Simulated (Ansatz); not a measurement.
The cluster CdF2⁺ was relaxed with PBE-D4 (def2-TZVP) in Ansatz in these states: charge +1 doublet, charge +1 quartet. The geometries follow in no particular order.

In the def2 sets Cd takes a core potential; there is no spin–orbit coupling.

A:

```
atom    x (Å)    y (Å)    z (Å)
 Cd1  -0.0025   0.0005   0.0058
  F2  -2.1767  -1.4539  -0.8226
  F3   2.1792   1.4534   0.8168
```

B:

```xyz
3

Cd    0.000    0.000    0.001
F     1.624   -0.856   -0.767
F    -1.625    0.855    0.766
```

Task: Judge from the bond lengths which geometry belongs to which state (an estimate).

Result: A is the charge +1 quartet (Cd1–F3 2.744 Å, Cd1–F2 2.744 Å); B is the charge +1 doublet (Cd1–F3 1.989 Å, Cd1–F2 1.989 Å).

At PBE0-D4/def2-TZVP a doublet lies 2.57 eV below the charge +1 quartet. These are the stationary points nearest to one start from a short search; other shapes may lie lower in each state. The charge +1 quartet has come apart into loosely held pieces.
